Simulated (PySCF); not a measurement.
# Trend along the alkali metals: MK molecules

MP2 with double-zeta basis sets in PySCF, for the lowest determinant that a PBE0 search found; no spin–orbit coupling. De refers to high-spin ground-configuration atoms.

```csv
M,basis,"reference, frozen orbitals",state (unpaired electrons),Re (Å),ωe (cm⁻¹),De (eV)
Li,x2c-SVPall,"RHF, 5",singlet (closed shell),3.474,201,0.42
Na,def2-SVPD,"RHF, 6",singlet (closed shell),3.640,120,0.40
K,def2-SVP,"RHF, 10",singlet (closed shell),4.059,92.1,0.34
Rb,def2-SVP,"RHF, 5",singlet (closed shell),4.107,76.2,0.31
Cs,def2-SVP,"RHF, 5",singlet (closed shell),4.353,68.7,0.30
```

The shortest bond is that of KLi (3.474 Å), the longest that of CsK (4.353 Å).

The rows differ in basis set, which adds steps of its own.

Down a group the atoms grow and get heavier, so bonds lengthen and wavenumbers fall; this series shows no clear exception.

Correlated steps freeze the inner cores (5 to 10 orbitals); shallow outer-core shells are correlated. Weak bonds: CsK, K2, KLi, KNa, KRb. Basis-set superposition, not corrected here, can be much of De in a small basis, most of all at correlated wavefunction levels. Spin–orbit coupling is left out. Where the molecule has an RHF reference, its open-shell atoms are computed with UHF.
